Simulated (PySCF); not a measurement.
PySCF input (M06-2X/6-31G* (5d)):

```python
from pyscf import gto, dft

mol = gto.M(
    atom='''
    Si    0.23221123   -0.14228547    0.35668380
    F    -0.90078658   -0.95744892   -0.40825915
    F     0.39676744    1.26628240   -0.36593023
    H     1.49823902   -0.87873003    0.23656190
    H    -0.21302390    0.09122531    1.73756926
    ''',
    basis='6-31g*',
    charge=0,
    spin=0,
    verbose=4,
)

mf = dft.RKS(mol, xc='m062x')
mf.grids.level = 4
mf.conv_tol = 1e-9
mf.max_cycle = 100
mf.max_memory = 1500
mf.kernel()
if not mf.converged:
    mf = mf.newton()
    mf.kernel(mf.make_rdm1())
mf.dip_moment()
```

Output:

```
PySCF version 2.14.0

[INPUT] verbose = 4
[INPUT] num. atoms = 5
[INPUT] num. electrons = 34
[INPUT] charge = 0
[INPUT] spin (= nelec alpha-beta = 2S) = 0
[INPUT] symmetry False subgroup None
[INPUT] Mole.unit = angstrom
[INPUT] Symbol           X                Y                Z      unit          X                Y                Z       unit  Magmom
[INPUT]  1 Si     0.232211230000  -0.142285470000   0.356683800000 AA    0.438815627748  -0.268880569805   0.674034695069 Bohr   0.0
[INPUT]  2 F     -0.900786580000  -0.957448920000  -0.408259150000 AA   -1.702239932884  -1.809316237061  -0.771497981348 Bohr   0.0
[INPUT]  3 F      0.396767440000   1.266282400000  -0.365930230000 AA    0.749781796745   2.392926932357  -0.691507915399 Bohr   0.0
[INPUT]  4 H      1.498239020000  -0.878730030000   0.236561900000 AA    2.831261416937  -1.660559094131   0.447037202507 Bohr   0.0
[INPUT]  5 H     -0.213023900000   0.091225310000   1.737569260000 AA   -0.402556828987   0.172390851529   3.283530023863 Bohr   0.0

nuclear repulsion = 118.390780616371
number of shells = 24
number of NR pGTOs = 113
number of NR cGTOs = 50
basis = 6-31g*
ecp = {}

******** <class 'pyscf.dft.rks.RKS'> ********
method = RKS
initial guess = minao
damping factor = 0
level_shift factor = 0
DIIS = <class 'pyscf.scf.diis.CDIIS'>
diis_start_cycle = 1
diis_space = 8
diis_damp = 0
SCF conv_tol = 1e-09
SCF conv_tol_grad = None
SCF max_cycles = 100
direct_scf = True
direct_scf_tol = 1e-13
XC library pyscf.dft.libxc version 7.1.2
    S. Lehtola, C. Steigemann, M. J. T. Oliveira, and M. A. L. Marques,  SoftwareX 7, 1–5 (2018)
XC functionals = m062x
    Y. Zhao and D. G. Truhlar,  Theor. Chem. Acc. 120, 215 (2008)
    Y. Zhao and D. G. Truhlar,  Theor. Chem. Acc. 120, 215 (2008)
radial grids:
    Treutler-Ahlrichs [JCP 102, 346 (1995); DOI:10.1063/1.469408] (M4) radial grids

becke partition: Becke, JCP 88, 2547 (1988); DOI:10.1063/1.454033
pruning grids: <function nwchem_prune>
grids dens level: 4
symmetrized grids: False
atomic radii adjust function: <function treutler_atomic_radii_adjust>
small_rho_cutoff = 0
Set gradient conv threshold to 3.16228e-05
Initial guess from minao.
tot grids = 118008
init E= -490.396217520272
  HOMO = -0.371793748125297  LUMO = 0.0141693664526348  gap/eV = 10.50259
cycle= 1 E= -490.299094098436  delta_E= 0.0971  |g|= 0.644  |ddm|= 1.85
  HOMO = -0.397421262856588  LUMO = 0.0528723257702612  gap/eV = 12.25311
cycle= 2 E= -490.288741800449  delta_E= 0.0104  |g|= 0.736  |ddm|= 0.879
  HOMO = -0.414683760787813  LUMO = 0.0577611199512993  gap/eV = 12.85588
cycle= 3 E= -490.372626621518  delta_E= -0.0839  |g|= 0.0194  |ddm|= 0.433
  HOMO = -0.408602146873674  LUMO = 0.063103096980063  gap/eV = 12.83575
cycle= 4 E= -490.372728849015  delta_E= -0.000102  |g|= 0.00505  |ddm|= 0.0291
  HOMO = -0.409371100117133  LUMO = 0.0623535099681733  gap/eV = 12.83628
cycle= 5 E= -490.372735845658  delta_E= -7e-06  |g|= 0.000359  |ddm|= 0.00671
  HOMO = -0.409443983296303  LUMO = 0.0623116405242436  gap/eV = 12.83712
cycle= 6 E= -490.372735889815  delta_E= -4.42e-08  |g|= 7.17e-05  |ddm|= 0.000477
  HOMO = -0.409447552836896  LUMO = 0.0623048378278201  gap/eV = 12.83704
cycle= 7 E= -490.372735892126  delta_E= -2.31e-09  |g|= 1.15e-05  |ddm|= 0.000123
  HOMO = -0.409447893531525  LUMO = 0.0623047557955294  gap/eV = 12.83704
cycle= 8 E= -490.372735892188  delta_E= -6.25e-11  |g|= 4.67e-06  |ddm|= 1.93e-05
  HOMO = -0.409447654986145  LUMO = 0.0623049208692352  gap/eV = 12.83704
Extra cycle  E= -490.37273589219  delta_E= -1.71e-12  |g|= 4.82e-06  |ddm|= 5.67e-06
converged SCF energy = -490.37273589219
Dipole moment(X, Y, Z, Debye):  0.80180, -0.49129,  1.23188
```

The geometry given is a B3LYP-D3(BJ)/def2-TZVP minimum.
